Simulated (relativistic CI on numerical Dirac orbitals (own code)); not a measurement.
Ge VI: calculation against measurement

Computed by Dirac-Coulomb-Breit CI, orbitals from a KLI potential per configuration, QED by a radiative potential, valence Slater integrals scaled by 0.85, P86 correlation energy added to each configuration (own radial code, finite nucleus).

CI space (outside the closed core [Ne]): 3s2.3p6.3d9, 3s2.3p6.3d8.4s, 3s2.3p6.3d8.4p, 3s2.3p5.3d10, 3s2.3p6.3d8.4d, 3s2.3p6.3d8.5s, 3s2.3p6.3d8.5p, 3s2.3p6.3d8.4f, 3s2.3p6.3d7.4s2, 3s2.3p6.3d8.5d, 3s.3p6.3d10, 3s2.3p6.3d8.5f, 3s2.3p6.3d8.5g, 3s2.3p6.3d7.4s.4p, 3s2.3p6.3d7.4p2, 3s2.3p6.3d7.4s.4d. Levels of other configurations are missing.

| Configuration | Term (tabulated) | J | Measured (cm⁻¹) | Computed | Error | Purity (%) |
| --- | --- | --- | --- | --- | --- | --- |
| 3s2.3p6.3d9 | 2D | 5/2 | 0.0 | 0 | 0 | 100 |
| 3s2.3p6.3d9 | 2D | 3/2 | 4560.0 | 4479 | -81 | 100 |
| 3s2.3p6.3d8.4s | 4F | 9/2 | 303696.2 | 304901 | 1205 | 100 |
| 3s2.3p6.3d8.4s | 4F | 7/2 | 306243.4 | 307363 | 1120 | 92 |
| 3s2.3p6.3d8.4s | 4F | 5/2 | 308657.2 | 309768 | 1111 | 97 |
| 3s2.3p6.3d8.4s | 4F | 3/2 | 310199.1 | 311303 | 1104 | 98 |
| 3s2.3p6.3d8.4s | 2F | 7/2 | 313024.6 | 313559 | 534 | 91 |
| 3s2.3p6.3d8.4s | 2F | 5/2 | 316936.8 | 317410 | 474 | 94 |
| 3s2.3p6.3d8.4s | 2D | 3/2 | 329073.6 | 330291 | 1217 | 72 |
| 3s2.3p6.3d8.4s | 4P | 3/2 | 332376.6 | 333604 | 1227 | 81 |
| 3s2.3p6.3d8.4s | 4P | 1/2 | 332497.0 | 333730 | 1233 | 99 |
| 3s2.3p6.3d8.4s | 2P | 3/2 | 339335.3 | 339738 | 403 | 91 |
| 3s2.3p6.3d8.4s | 2P | 1/2 | 340525.3 | 340845 | 319 | 99 |
| 3s2.3p6.3d8.4s | 2G | 9/2 | 343624.4 | 342483 | -1142 | 100 |
| 3s2.3p6.3d8.4s | 2G | 7/2 | 343674.0 | 342531 | -1143 | 99 |
| 3s2.3p6.3d8.4s | 2S | 1/2 | 391183.2 | 390582 | -601 | 99 |
| 3s2.3p6.3d8.4p | 4D° | 7/2 | 404892.3 | 406220 | 1328 | 91 |
| 3s2.3p6.3d8.4p | 4D° | 5/2 | 408981.1 | 410242 | 1261 | 91 |
| 3s2.3p6.3d8.4p | 4G° | 11/2 | 411591.6 | 412102 | 510 | 100 |
| 3s2.3p6.3d8.4p | 4G° | 7/2 | 411885.9 | 412525 | 639 | 74 |
| 3s2.3p6.3d8.4p | 4D° | 3/2 | 412037.7 | 413273 | 1235 | 94 |
| 3s2.3p6.3d8.4p | 4D° | 1/2 | 413872.6 | 415118 | 1245 | 98 |
| 3s2.3p6.3d8.4p | 2G° | 9/2 | 417421.2 | 417839 | 418 | 55 |
| 3s2.3p6.3d8.4p | 2D° | 5/2 | 420117.8 | 420801 | 683 | 68 |
| 3s2.3p6.3d8.4p | 2G° | 7/2 | 421310.0 | 421685 | 375 | 61 |
| 3s2.3p6.3d8.4p | 2D° | 3/2 | 423030.0 | 423737 | 707 | 67 |
| 3s2.3p6.3d8.4p | 2F° | 5/2 | 424506.4 | 424776 | 270 | 73 |
| 3s2.3p6.3d8.4p | 4P° | 3/2 | 429997.3 | 431146 | 1148 | 70 |
| 3s2.3p6.3d8.4p | 4P° | 5/2 | 430736.0 | 431774 | 1038 | 56 |
| 3s2.3p6.3d8.4p | 4P° | 1/2 | 431041.9 | 432348 | 1306 | 89 |
| 3s2.3p6.3d8.4p | 2F° | 5/2 | 433507.0 | 434192 | 685 | 68 |
| 3s2.3p6.3d8.4p | 2D° | 3/2 | 436023.6 | 436852 | 828 | 57 |
| 3s2.3p6.3d8.4p | 2P° | 1/2 | 436727.0 | 437295 | 568 | 87 |
| 3s2.3p6.3d8.4p | 2D° | 5/2 | 437801.0 | 438761 | 960 | 83 |
| 3s2.3p6.3d8.4p | 4D° † | 1/2 | 441221.0 | 441338 | 117 | 95 |
| 3s2.3p6.3d8.4p | 4D° † | 3/2 | 441278.0 | 441490 | 212 | 79 |
| 3s2.3p6.3d8.4p | 4D° | 5/2 | 441386.0 | 441615 | 229 | 62 |
| 3s2.3p6.3d8.4p | 4D° | 7/2 | 442790.4 | 442673 | -117 | 74 |
| 3s2.3p6.3d8.4p | 2H° | 9/2 | 444442.2 | 443003 | -1439 | 97 |
| 3s2.3p6.3d8.4p | 2D° | 5/2 | 445670.0 | 445842 | 172 | 67 |
| 3s2.3p6.3d8.4p | 2H° | 11/2 | 448258.9 | 446620 | -1639 | 100 |
| 3s2.3p6.3d8.4p | 2P° | 1/2 | 449093.0 | 449344 | 251 | 76 |

Measured levels from Sugar and Musgrove, J. Phys. Chem. Ref. Data 22, 1213 (1993); pairs were made by configuration, J and term (by order where the table uses no LS term), so strongly mixed levels may be paired wrongly.

Mean error by configuration (cm⁻¹): 3s2.3p6.3d9 -81; 3s2.3p6.3d8.4s 504; 3s2.3p6.3d8.4p 528. Over the excited levels the mean absolute error is 820 cm⁻¹ (41 of the 48 excited levels that our extract of the source holds in range could be paired, and the others can miss by more), and the median relative error of those above 1,000 cm⁻¹ is 0.22 %. † marks terms whose computed intervals miss the measured ones by more than a factor of 2.5, or configurations far off the rest, from wrong mixing, a near crossing or a doubtful label or measurement; they are left out of the means.
